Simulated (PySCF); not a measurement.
Computed properties of C₃Si, SMILES [c+]12[c+]([C]2)[si-2]1

C3Si, SMILES [C]1[c+]2[si-2][c+]21 (connectivity only; charge and spin as stated), neutral, multiplicity 1. Coordinates come from a r2SCAN-D4/def2-TZVP optimisation. Other conformers were not sampled. All values are computed for the isolated molecule unless a solvent is named; none is compared with measurement here.

**Structure.** The optimised structure has C2v symmetry. All 6 harmonic modes at r2SCAN-D4/def2-TZVP (PySCF) are real, so it is a minimum. With heavy atoms numbered as in [si-2:1]1[c+:2]2[c+:3]1[C:4]2, the shortest bond between them is C2–C4 at 1.435 Å and the longest Si1–C3 at 1.839 Å.

**Vibrations.** The strongest infrared lines (harmonic, unscaled, degenerate partners summed) lie at 1403 cm⁻¹ (193 km/mol, C 100 %), 685 cm⁻¹ (45 km/mol, Si 50 %, C 50 %), 1024 cm⁻¹ (45 km/mol, C 94 %). The softest mode is at 191 cm⁻¹ and the zero-point energy is 6.9 kcal/mol.

**Electronic structure.** ωB97X/def2-TZVPD (PySCF) places the frontier levels at -9.25 and -1.77 eV, a gap of 7.48 eV, and gives a dipole moment of 4.23 D and a mean polarisability of 53.7 bohr³. PBE/def2-TZVPD (PySCF) at the same geometry gives -5.62 and -4.82 eV, so its gap is 6.68 eV narrower. An orbital gap is neither the optical nor the fundamental gap.

**Excitations.** TDA-CAM-B3LYP/def2-SVPD (PySCF) has S1 at 1.75 eV (710 nm, f = 0.005, weak); the most intense of the 10 singlets computed lies at 3.62 eV (f = 0.04). T1 (TDA) is at 1.07 eV, 0.68 eV under S1. TDA-PBE/def2-SVPD (PySCF) puts S1 at 0.91 eV.

**NMR.** GIAO shifts at PBE0/pcSseg-2 (PySCF) (non-relativistic, atoms alike by connectivity averaged): ¹³C from 319.8 to 450.0 ppm against TMS; ²⁹Si at 127.0 ppm against TMS.

**Solvation.** SMD-M06-2X/6-31G* (PySCF) gives -5.5 kcal/mol in water, -6.7 kcal/mol in dimethylsulfoxide, -7.0 kcal/mol in methanol (1 M in both phases, gas-phase geometry); of these solvents methanol holds the molecule best.
